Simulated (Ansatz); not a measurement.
Born–Oppenheimer molecular dynamics of BrClH4OSi (8 atoms, charge 0, multiplicity 1). It starts at the highest image of a converged band, a first-order saddle point between two minima.

These are results of Ansatz 0.2.0, RKS PBE0/def2-SVP, not measurements.

- ensemble: NVE (velocity Verlet)
- time step: 0.5 fs
- steps asked: 200
- starting velocities drawn for: 100 K
- seed: 4281

Frames 2.5 fs apart, positions in Å.

Velocities at 30.0 fs (Å/ps):

```
Si -0.33 -1.98 0.59
Br -0.47 0.67 -0.41
H 2.12 -7.48 3.98
H 1.90 4.40 3.00
Cl 1.27 0.59 -0.42
H 0.30 -6.84 5.52
O 0.34 -0.18 1.00
H -8.17 -5.80 2.57
```

```xyz
8
Properties=species:S:1:pos:R:3 time_fs=30.0 energy_less_start_eV=0.048 T=39
Si -0.068 -0.331 -0.689
Br 2.115 -0.948 0.101
H 0.459 0.056 -2.023
H -0.667 -1.668 -0.615
Cl -1.728 1.024 -0.873
H 0.662 0.278 1.692
O -0.199 0.280 1.243
H -0.574 1.172 1.351
8
Properties=species:S:1:pos:R:3 time_fs=32.5 energy_less_start_eV=0.031 T=60
Si -0.068 -0.336 -0.688
Br 2.114 -0.946 0.100
H 0.470 0.037 -2.013
H -0.670 -1.663 -0.604
Cl -1.724 1.026 -0.873
H 0.668 0.253 1.704
O -0.198 0.280 1.246
H -0.603 1.155 1.352
8
Properties=species:S:1:pos:R:3 time_fs=35.0 energy_less_start_eV=0.018 T=76
Si -0.068 -0.340 -0.686
Br 2.113 -0.945 0.099
H 0.490 0.019 -2.009
H -0.690 -1.669 -0.586
Cl -1.721 1.027 -0.874
H 0.669 0.220 1.704
O -0.196 0.280 1.248
H -0.642 1.138 1.349
8
Properties=species:S:1:pos:R:3 time_fs=37.5 energy_less_start_eV=0.026 T=66
Si -0.067 -0.345 -0.684
Br 2.111 -0.943 0.098
H 0.514 0.003 -2.009
H -0.721 -1.679 -0.565
Cl -1.718 1.029 -0.875
H 0.662 0.194 1.699
O -0.194 0.279 1.250
H -0.679 1.118 1.347
8
Properties=species:S:1:pos:R:3 time_fs=40.0 energy_less_start_eV=0.033 T=58
Si -0.066 -0.351 -0.681
Br 2.110 -0.940 0.097
H 0.534 -0.013 -2.007
H -0.750 -1.675 -0.543
Cl -1.715 1.031 -0.875
H 0.664 0.185 1.703
O -0.193 0.277 1.250
H -0.701 1.095 1.355
8
Properties=species:S:1:pos:R:3 time_fs=42.5 energy_less_start_eV=0.023 T=70
Si -0.065 -0.357 -0.678
Br 2.108 -0.938 0.096
H 0.542 -0.030 -2.001
H -0.772 -1.653 -0.524
Cl -1.712 1.033 -0.876
H 0.665 0.196 1.715
O -0.192 0.273 1.247
H -0.711 1.080 1.375
8
Properties=species:S:1:pos:R:3 time_fs=45.0 energy_less_start_eV=0.015 T=81
Si -0.064 -0.363 -0.675
Br 2.107 -0.936 0.095
H 0.538 -0.048 -1.993
H -0.788 -1.626 -0.508
Cl -1.708 1.035 -0.876
H 0.653 0.224 1.724
O -0.192 0.266 1.242
H -0.714 1.073 1.403
8
Properties=species:S:1:pos:R:3 time_fs=47.5 energy_less_start_eV=0.021 T=73
Si -0.063 -0.369 -0.671
Br 2.105 -0.934 0.094
H 0.523 -0.064 -1.991
H -0.805 -1.615 -0.493
Cl -1.704 1.037 -0.877
H 0.641 0.259 1.733
O -0.191 0.259 1.237
H -0.709 1.059 1.428
8
Properties=species:S:1:pos:R:3 time_fs=50.0 energy_less_start_eV=0.027 T=65
Si -0.062 -0.374 -0.667
Br 2.103 -0.932 0.094
H 0.502 -0.078 -2.002
H -0.824 -1.623 -0.480
Cl -1.700 1.040 -0.877
H 0.642 0.286 1.740
O -0.192 0.253 1.233
H -0.710 1.043 1.440
8
Properties=species:S:1:pos:R:3 time_fs=52.5 energy_less_start_eV=0.023 T=70
Si -0.062 -0.379 -0.662
Br 2.102 -0.929 0.093
H 0.476 -0.093 -2.022
H -0.834 -1.640 -0.469
Cl -1.695 1.042 -0.877
H 0.645 0.299 1.734
O -0.191 0.247 1.231
H -0.730 1.030 1.436
8
Properties=species:S:1:pos:R:3 time_fs=55.0 energy_less_start_eV=0.009 T=89
Si -0.062 -0.384 -0.658
Br 2.100 -0.927 0.092
H 0.445 -0.112 -2.041
H -0.829 -1.651 -0.462
Cl -1.691 1.044 -0.878
H 0.648 0.297 1.714
O -0.190 0.242 1.231
H -0.760 1.013 1.412
8
Properties=species:S:1:pos:R:3 time_fs=57.5 energy_less_start_eV=-0.001 T=101
Si -0.063 -0.389 -0.654
Br 2.098 -0.925 0.092
H 0.412 -0.136 -2.050
H -0.807 -1.653 -0.459
Cl -1.686 1.047 -0.878
H 0.663 0.289 1.695
O -0.190 0.238 1.232
H -0.790 0.986 1.376
```

Of the whole run (100 fs, mean temperature of the second half 109 K): The conserved energy stayed within 0.019 meV per atom of its start (net change 0.0055 meV per atom), so the integration is sound. A run of 0.1 ps of so small a system gives no equilibrium averages. The orbitals stay closed-shell, which can raise the energy where a bond breaks towards radicals; this wasn't checked here.

Run time: 9.5 min on 2 threads of Arm Neoverse V1, with other jobs on the host, peak memory 0.23 GiB.
